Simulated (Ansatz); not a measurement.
Reactions of `Cl[SiH]1CCO1`.

Calculated with Ansatz (gas phase, PBE0-D4/def2-TZVP geometries, no zero-point term in ΔE). CBS: MP2 limit from def2 TZ/QZ plus the TZ coupled-cluster correction, frozen cores. This one scheme is used for every species, atoms too. Functionals use def2-TZVPP. Open shells (•) are unrestricted, without spin–orbit coupling. Spin–orbit coupling would lower the free atoms: a little for C, Cl, O, Si. For Br outer-core shells are correlated without core-valence functions, so the limit isn't a true one: a few kJ/mol of doubt a bond, and 10 to 20 or more in all where bonds break to atoms. Scalar relativity is left out up to krypton. One conformer a species, not always the lowest.

```tsv
reaction	ωB97M-V (kJ/mol)	ωB97X-V (kJ/mol)	PBE0-D4 (kJ/mol)	CCSD(T)/CBS(def2) (kJ/mol)
`Cl[SiH]1CCO1` + HBr → `Br[SiH]1CCO1` + HCl	6	6	4	3
`Cl[SiH]1CCO1` + H₂ → `C1C[SiH2]O1` + HCl	99	95	97	97
`Cl[SiH]1CCO1` → 2 C• + Cl• + 5 H• + O• + Si•	3881	3881	3874	3866
`Cl[SiH]1CCO1` + H₂S → `S[SiH]1CCO1` + HCl	45	44	39	42
`Cl[SiH]1CCO1` + CH₄ → `C[SiH]1CCO1` + HCl	113	113	112	113
`Cl[SiH]1CCO1` + H₂O → `O[SiH]1CCO1` + HCl	-6	-6	0	-3
```

Largest T1 diagnostic: 0.012, for `S[SiH]1CCO1`.
